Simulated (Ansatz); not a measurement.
Steps of a relaxation of C3H6GeO (`C=[C]([GeH3])C=O`) with RKS PBE-D4/def2-SVP.

```sh
$ ansatz run in.yaml --threads 4 --pin off --events-out ev --progress --plain --max-ram 10444MiB
```

```yaml
crystal:
  periodic: [false, false, false]
  atoms:
    - {symbol: C, position_ang: [-0.337600, 1.470200, 0.196200]}
    - {symbol: C, position_ang: [-0.242500, 0.235700, -0.165900]}
    - {symbol: Ge, position_ang: [0.897300, -0.892600, 0.854400]}
    - {symbol: C, position_ang: [-0.840500, -0.278200, -1.364400]}
    - {symbol: O, position_ang: [-0.755900, -1.495400, -1.728400]}
    - {symbol: H, position_ang: [-1.019800, 2.197900, -0.388900]}
    - {symbol: H, position_ang: [0.152700, 1.914900, 1.055300]}
    - {symbol: H, position_ang: [0.391500, -2.314900, 0.908300]}
    - {symbol: H, position_ang: [1.052100, -0.326800, 2.354800]}
    - {symbol: H, position_ang: [2.334400, -0.919100, 0.231900]}
    - {symbol: H, position_ang: [-1.566300, 0.351400, -1.932600]}
basis:
  gaussian: {orbitals: def2-SVP}
hamiltonian: {xc: pbe, dispersion: d4}
relax: {f_tol: 0.03, max_steps: 200}
```

Positions (Å) and forces (eV/Å) along the path, 11 of 11 steps:

```xyz
11
step=1 energy=-61746.5690 eV
C    -0.338    1.470    0.196   -2.013    4.900   -0.345
C    -0.242    0.236   -0.166    0.971   -2.548   -0.548
Ge    0.897   -0.893    0.854    1.409   -0.556    1.203
C    -0.841   -0.278   -1.364   -1.278   -4.043   -1.459
O    -0.756   -1.495   -1.728    0.285    2.912    0.818
H    -1.020    2.198   -0.389    0.871   -0.730    0.577
H     0.153    1.915    1.055    0.249    0.137    0.562
H     0.392   -2.315    0.908   -0.241   -0.563    0.099
H     1.052   -0.327    2.355   -0.171   -0.158   -0.817
H     2.334   -0.919    0.232   -0.212    0.041    0.038
H    -1.566    0.351   -1.933    0.129    0.607   -0.128
11
step=2 energy=-61746.6522 eV
C    -0.388    1.519    0.217   -0.430    1.226   -0.699
C    -0.210    0.241   -0.156   -0.991   -0.674    0.676
Ge    0.946   -0.952    0.857    0.399   -0.169    0.279
C    -0.990   -0.342   -1.258    2.463   -1.401   -3.479
O    -0.682   -1.465   -1.763   -1.235    1.998    1.691
H    -1.005    2.218   -0.413    0.070   -0.420    0.411
H     0.113    1.993    1.070    0.222   -0.035    0.118
H     0.391   -2.383    0.957   -0.049   -0.066    0.002
H     1.044   -0.319    2.279    0.052   -0.049   -0.069
H     2.360   -0.958    0.215   -0.063   -0.054    0.007
H    -1.513    0.391   -1.984   -0.437   -0.356    1.066
11
step=3 energy=-61747.0285 eV
C    -0.429    1.541    0.165    0.053    0.182    0.457
C    -0.212    0.236   -0.113    0.317    0.167    0.286
Ge    0.964   -0.981    0.910    0.016   -0.049   -0.266
C    -0.836   -0.264   -1.344    0.267   -1.472   -0.157
O    -0.641   -1.396   -1.795   -0.247    0.957    0.161
H    -1.119    2.089   -0.500    0.040    0.290    0.013
H     0.015    2.094    1.025   -0.189   -0.257   -0.310
H     0.337   -2.390    1.031   -0.032    0.074    0.019
H     1.185   -0.369    2.314    0.014    0.058    0.032
H     2.323   -1.096    0.162   -0.071    0.006    0.067
H    -1.520    0.480   -1.835   -0.167    0.042   -0.302
11
step=4 energy=-61747.0545 eV
C    -0.434    1.538    0.189    0.015    0.192    0.071
C    -0.218    0.238   -0.116    0.105    0.107    0.235
Ge    0.963   -0.976    0.892   -0.006   -0.032   -0.077
C    -0.850   -0.284   -1.338    0.433   -1.219   -0.514
O    -0.636   -1.415   -1.788   -0.290    0.992    0.352
H    -1.081    2.137   -0.483    0.005    0.096    0.118
H     0.013    2.062    1.058   -0.095   -0.174   -0.166
H     0.325   -2.377    1.029   -0.007    0.026    0.021
H     1.179   -0.343    2.289    0.021    0.024    0.030
H     2.326   -1.084    0.160   -0.045   -0.017    0.009
H    -1.522    0.447   -1.872   -0.136    0.005   -0.080
11
step=5 energy=-61747.0716 eV
C    -0.439    1.541    0.200   -0.064    0.080   -0.073
C    -0.214    0.245   -0.122    0.072    0.119    0.107
Ge    0.962   -0.973    0.883   -0.011   -0.001    0.036
C    -0.831   -0.291   -1.351    0.172   -0.772   -0.343
O    -0.615   -1.420   -1.792   -0.142    0.696    0.269
H    -1.077    2.163   -0.461    0.030   -0.011    0.125
H    -0.007    2.040    1.086   -0.028   -0.103   -0.080
H     0.298   -2.356    1.052    0.005    0.007    0.015
H     1.200   -0.318    2.270    0.022    0.000   -0.001
H     2.315   -1.110    0.142   -0.016   -0.030   -0.012
H    -1.528    0.422   -1.886   -0.038    0.015   -0.042
11
step=6 energy=-61747.0891 eV
C    -0.475    1.532    0.221   -0.011    0.019    0.002
C    -0.205    0.256   -0.136    0.037   -0.002    0.059
Ge    0.964   -0.963    0.881   -0.037    0.026   -0.047
C    -0.791   -0.284   -1.383   -0.017    0.021   -0.032
O    -0.567   -1.405   -1.810    0.021   -0.069   -0.021
H    -1.129    2.167   -0.406   -0.005    0.004    0.007
H    -0.060    1.994    1.131   -0.011    0.004    0.004
H     0.239   -2.298    1.153   -0.019   -0.028    0.018
H     1.304   -0.261    2.220    0.008    0.029    0.024
H     2.265   -1.218    0.088    0.030   -0.024   -0.026
H    -1.479    0.425   -1.939    0.004    0.021    0.013
11
step=7 energy=-61747.0885 eV rejected
C    -0.498    1.528    0.238    0.072   -0.123   -0.008
C    -0.192    0.262   -0.136   -0.088   -0.032   -0.134
Ge    0.972   -0.968    0.869    0.019    0.012    0.103
C    -0.763   -0.276   -1.398   -0.033    0.147    0.090
O    -0.526   -1.390   -1.836    0.029   -0.024    0.018
H    -1.159    2.159   -0.385   -0.016   -0.004   -0.006
H    -0.103    1.985    1.160   -0.009   -0.008    0.000
H     0.214   -2.272    1.230    0.012    0.063   -0.039
H     1.338   -0.209    2.179    0.069   -0.066   -0.070
H     2.241   -1.313    0.044   -0.073    0.051    0.074
H    -1.458    0.435   -1.944    0.017   -0.016   -0.028
11
step=8 energy=-61747.0918 eV
C    -0.489    1.529    0.230   -0.005    0.003    0.002
C    -0.202    0.258   -0.136    0.009   -0.015    0.003
Ge    0.965   -0.963    0.878   -0.013    0.009   -0.015
C    -0.776   -0.279   -1.392    0.006    0.005    0.001
O    -0.548   -1.400   -1.819    0.007   -0.011   -0.001
H    -1.147    2.162   -0.395   -0.002   -0.001    0.005
H    -0.088    1.987    1.148   -0.005    0.003    0.003
H     0.219   -2.280    1.193   -0.007   -0.004    0.008
H     1.343   -0.240    2.198    0.006    0.012    0.004
H     2.247   -1.263    0.065    0.004   -0.011   -0.010
H    -1.459    0.432   -1.951   -0.001    0.010   -0.002
11
step=9 energy=-61747.0931 eV
C    -0.516    1.519    0.248    0.019   -0.030    0.004
C    -0.198    0.261   -0.137   -0.022    0.013   -0.041
Ge    0.968   -0.962    0.875    0.029   -0.031    0.017
C    -0.747   -0.270   -1.408   -0.009    0.047    0.059
O    -0.512   -1.389   -1.834    0.008   -0.022   -0.015
H    -1.177    2.153   -0.373   -0.003   -0.005   -0.006
H    -0.137    1.967    1.181   -0.005    0.000   -0.005
H     0.182   -2.240    1.268    0.041    0.052   -0.012
H     1.416   -0.200    2.155   -0.010   -0.036   -0.047
H     2.207   -1.341    0.022   -0.055    0.015    0.049
H    -1.419    0.445   -1.976    0.009   -0.001   -0.004
11
step=10 energy=-61747.0886 eV rejected
C    -0.515    1.511    0.245   -0.110    0.367    0.089
C    -0.198    0.261   -0.144    0.171   -0.157    0.257
Ge    0.964   -0.959    0.870    0.046   -0.053    0.023
C    -0.748   -0.264   -1.398   -0.053   -0.072   -0.337
O    -0.512   -1.384   -1.823   -0.026   -0.109   -0.059
H    -1.179    2.143   -0.375   -0.002    0.008    0.008
H    -0.140    1.959    1.179    0.017    0.010    0.013
H     0.185   -2.234    1.269   -0.007   -0.005   -0.001
H     1.415   -0.201    2.146   -0.001    0.014    0.011
H     2.203   -1.342    0.027    0.002   -0.001   -0.008
H    -1.410    0.453   -1.975   -0.036   -0.002    0.003
11
step=11 energy=-61747.0937 eV
C    -0.516    1.518    0.247    0.001    0.001    0.003
C    -0.198    0.261   -0.138   -0.003    0.002   -0.003
Ge    0.968   -0.962    0.875    0.002   -0.001    0.001
C    -0.748   -0.268   -1.408    0.000    0.000    0.001
O    -0.514   -1.388   -1.835    0.000   -0.001   -0.002
H    -1.179    2.149   -0.375    0.000   -0.002    0.000
H    -0.139    1.967    1.181    0.000    0.000   -0.002
H     0.186   -2.237    1.270    0.000    0.001    0.001
H     1.418   -0.203    2.152    0.000   -0.001    0.000
H     2.204   -1.342    0.027    0.000    0.000    0.000
H    -1.417    0.449   -1.977    0.001    0.000    0.000
```

Run time 12 s (4 threads of an Intel Xeon Platinum 8488C on a shared host); peak host memory 0.19 GiB.
